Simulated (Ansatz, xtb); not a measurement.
Two isomers of C5H6N2

Structure I: `C[C@@H](C#N)CC#N`, a singlet. Structure II: `N#CCCCC#N`, a singlet. Both are isolated molecules in the gas phase, relaxed with PBE-D3(BJ)/def2-SVP, each in the lowest conformer that the search found.

Quicker runs give these differences E(II) − E(I): GFN2-xTB −0.63 kcal/mol; HF/STO-3G −0.81 kcal/mol (at GFN2-xTB geometries); r2SCAN-D4/def2-SVP −1.53 kcal/mol (at GFN2-xTB geometries).

**Question.** Estimate E(II) − E(I) at the level CCSD(T)/def2-SVP + ΔMP2/def2-TZVPP.

**Answer.** CCSD(T)/def2-SVP + ΔMP2/def2-TZVPP gives E(II) − E(I) = −1.02 kcal/mol, favouring structure II, but this leans on the basis-set step: CCSD(T) alone gives −0.97 kcal/mol.

How the difference moves with the method:

```json
{"level": "GFN2-xTB", "geometry": "GFN2-xTB", "E(II) − E(I) (kcal/mol)": "−0.63", "departure from the last row (kcal/mol)": "+0.39", "job, with rough time for the two": "optimisation, 0.12 s"}
{"level": "HF/STO-3G", "geometry": "GFN2-xTB", "E(II) − E(I) (kcal/mol)": "−0.81", "departure from the last row (kcal/mol)": "+0.21", "job, with rough time for the two": "single point, 0.38 s"}
{"level": "r2SCAN-D4/def2-SVP", "geometry": "GFN2-xTB", "E(II) − E(I) (kcal/mol)": "−1.53", "departure from the last row (kcal/mol)": "−0.50", "job, with rough time for the two": "single point, 4.5 s"}
{"level": "PBE-D3(BJ)/def2-SVP", "geometry": "PBE-D3(BJ)/def2-SVP", "E(II) − E(I) (kcal/mol)": "−1.69", "departure from the last row (kcal/mol)": "−0.67", "job, with rough time for the two": "optimisation, 23 s"}
{"level": "HF/def2-SVP", "geometry": "PBE-D3(BJ)/def2-SVP", "E(II) − E(I) (kcal/mol)": "−1.80", "departure from the last row (kcal/mol)": "−0.78", "job, with rough time for the two": "part of the CCSD(T) run"}
{"level": "MP2/def2-SVP", "geometry": "PBE-D3(BJ)/def2-SVP", "E(II) − E(I) (kcal/mol)": "−0.80", "departure from the last row (kcal/mol)": "+0.23", "job, with rough time for the two": "part of the CCSD(T) run"}
{"level": "CCSD(T)/def2-SVP", "geometry": "PBE-D3(BJ)/def2-SVP", "E(II) − E(I) (kcal/mol)": "−0.97", "departure from the last row (kcal/mol)": "+0.05", "job, with rough time for the two": "single point"}
{"level": "CCSD(T)/def2-SVP + ΔMP2/def2-TZVPP", "geometry": "PBE-D3(BJ)/def2-SVP", "E(II) − E(I) (kcal/mol)": "−1.02", "departure from the last row (kcal/mol)": "", "job, with rough time for the two": "single point, 76 s"}
```

As drawn, both hold the same kinds of bond in the same numbers. Structure I has 1 methyl group, II 0.

The largest departure from CCSD(T)/def2-SVP + ΔMP2/def2-TZVPP is that of HF/def2-SVP, 0.78 kcal/mol. The last row adds to CCSD(T) the change of the MP2 difference between the two basis sets, here −0.05 kcal/mol.

With thermal terms from frequencies at re-optimised GFN2-xTB minima (ideal gas, soft modes damped towards free rotors, one conformer each, 298.15 K, 1 atm): the zero-point term adds +0.27 kcal/mol; ΔH is −0.92 and ΔG −0.28 kcal/mol.

The correlated steps freeze 7 core orbitals. Mirror images aren't counted in ΔG. Programs: Ansatz 0.2.0, xtb 6.7.1; the last row on 2 threads of Arm Neoverse V2 on a shared host.
